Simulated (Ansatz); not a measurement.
Geometry optimisation, Ansatz, RKS B3LYP-D4/def2-mTZVP.

Input:

```yaml
crystal:
  periodic: [false, false, false]
  atoms:
    - { symbol: Ge, position_ang: [-0.8991, 1.1382, -0.0806] }
    - { symbol: Al, position_ang: [0.9679, -0.2995, -0.3783] }
    - { symbol: Te, position_ang: [0.6115, -2.8812, -0.2944] }
    - { symbol: H, position_ang: [-2.1493, 0.3409, 0.1214] }
    - { symbol: H, position_ang: [-1.1162, 2.0505, -1.3785] }
    - { symbol: H, position_ang: [-0.7177, 2.1112, 1.1382] }
    - { symbol: H, position_ang: [2.4531, 0.3199, -0.6124] }
    - { symbol: H, position_ang: [2.06725, -0.65596, -1.39613] }
basis:
  gaussian: { orbitals: def2-mTZVP }
hamiltonian:
  xc: b3lyp
  dispersion: d4
relax:
  f_tol: 0.02
  max_steps: 50
output:
  orbitals: {}
```

Launched with:

```bash
$ ansatz run input.yaml --threads 2 --pin off --max-ram 3072MiB --backend cpu --events-out ev --progress --plain --runs-dir out
```

Where does it end, and by what steps?

The run converged. The force dipped under the threshold on the way, but the program's further checks kept it going. After 21 steps the energy has fallen by 2.532 eV; Al2 moved furthest, 1.56 Å. Parted: Al2–H7 (1.63 → 3.75 Å), Al2–H8 (1.54 → 3.48 Å). Joined: H7–H8 (1.31 → 0.74 Å).

| step | energy less start (eV) | largest force component (eV/Å) | accepted |
| --- | --- | --- | --- |
| 0 | 0.0000 | 1.935 | yes |
| 1 | -0.6783 | 1.305 | yes |
| 2 | -1.2209 | 1.186 | yes |
| 3 | -1.3197 | 4.513 | yes |
| 4 | -1.6706 | 1.099 | yes |
| 5 | -1.8697 | 0.830 | yes |
| 6 | -2.1251 | 0.498 | yes |
| 7 | -2.2616 | 0.502 | yes |
| 8 | -2.3832 | 0.307 | yes |
| 9 | -2.4723 | 0.170 | yes |
| 10 | -2.5194 | 0.047 | yes |
| 11 | -2.5235 | 0.249 | yes |
| 12 | -2.5304 | 0.020 | yes |
| 13 | -2.5306 | 0.042 | yes |
| 14 | -2.5310 | 0.005 | yes |
| 15 | -2.5313 | 0.100 | yes |
| 16 | -2.5315 | 0.065 | yes |
| 17 | -2.5320 | 0.019 | yes |
| 18 | -2.5316 | 0.068 | no |
| 19 | -2.5323 | 0.044 | yes |
| 20 | -2.5322 | 0.020 | no |
| 21 | -2.5324 | 0.009 | yes |

```xyz
8
Properties=species:S:1:pos:R:3
Ge -0.968 1.005 -0.081
Al -0.167 -1.338 -0.106
Te 0.616 -3.546 -0.132
H -2.474 1.056 0.234
H -0.724 1.655 -1.455
H -0.207 1.808 0.990
H 2.469 1.098 -1.191
H 2.673 0.386 -1.140
```

Whether the end is a true minimum wasn't checked by a vibrational analysis.

The run took 66 s on 2 threads of AMD EPYC 7R43 64-Core Processor (Zen 3), with other jobs on the host, peak memory 0.29 GiB.
